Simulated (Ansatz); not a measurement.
Reactions of Ge3H14Si3, SMILES `[SiH3][GeH2][SiH2][GeH2][SiH2][GeH3]`.

Calculated with Ansatz (gas phase, PBE0-D4/def2-TZVP geometries, no zero-point term in ΔE). CBS: MP2 limit from def2 TZ/QZ plus the TZ coupled-cluster correction, frozen cores. This one scheme is used for every species, atoms too. Functionals use def2-TZVPP. No spin–orbit coupling; open shells (•) take unrestricted orbitals. Spin–orbit coupling would lower the free atoms: a little for Si; clearly for Ge. For Ge outer-core shells are correlated without core-valence functions, so the limit isn't a true one: a few kJ/mol of doubt a bond, and 10 to 20 or more in all where bonds break to atoms. Scalar relativity is left out up to krypton. Each species was taken in one conformer, which may not be the lowest.

```tsv
reaction	ωB97M-V (kJ/mol)
`[SiH3][GeH2][SiH2][GeH2][SiH2][GeH3]` → `[SiH3][SiH2][GeH2][GeH2][GeH2][SiH3]`	-13
`[SiH3][GeH2][SiH2][GeH2][SiH2][GeH3]` + `F[SiH2][GeH3]` → `F[SiH2][SiH3]` + `[GeH3][SiH2][GeH2][SiH2][GeH2][GeH3]`	1
`[SiH3][GeH2][SiH2][GeH2][SiH2][GeH3]` → `[SiH3][GeH2][SiH2][GeH2][GeH3]` + `[SiH2]`	239
`[SiH3][GeH2][SiH2][GeH2][SiH2][GeH3]` + `[SiH3][GeH3]` → `[SiH3][GeH2][GeH2][SiH2][GeH3]` + `[SiH3][GeH2][SiH3]`	-12
`[SiH3][GeH2][SiH2][GeH2][SiH2][GeH3]` → 3 Ge• + 14 H• + 3 Si•	5493
`[SiH3][GeH2][SiH2][GeH2][SiH2][GeH3]` + `N[SiH3]` → `[SiH3][NH][GeH3]` + `[SiH3][GeH2][SiH2][GeH2][SiH3]`	17
`[SiH3][GeH2][SiH2][GeH2][SiH2][GeH3]` → `[SiH3][GeH2][GeH2][SiH2][GeH3]` + `[SiH2]`	240
`[SiH3][GeH2][SiH2][GeH2][SiH2][GeH3]` + H₂ → `[SiH3][GeH2][SiH2][GeH2][SiH3]` + GeH₄	2
`[SiH3][GeH2][SiH2][GeH2][SiH2][GeH3]` + GeH₄ → `[GeH3][SiH2][GeH2][GeH3]` + `[SiH3][GeH2][SiH3]`	-4
`[SiH3][GeH2][SiH2][GeH2][SiH2][GeH3]` + GeH₄ → `[SiH3][GeH2][SiH2][GeH2][GeH3]` + `[SiH3][GeH3]`	-7
```

(1) Give the CCSD(T)/CBS values in the same order. (Best estimate.)

Largest T1 diagnostic: 0.014, for `[SiH2]`.

## Answers

(1) Computed: -13, 1, 248, -11, 5561, 18, 248, 8, -2, -6 kJ/mol.
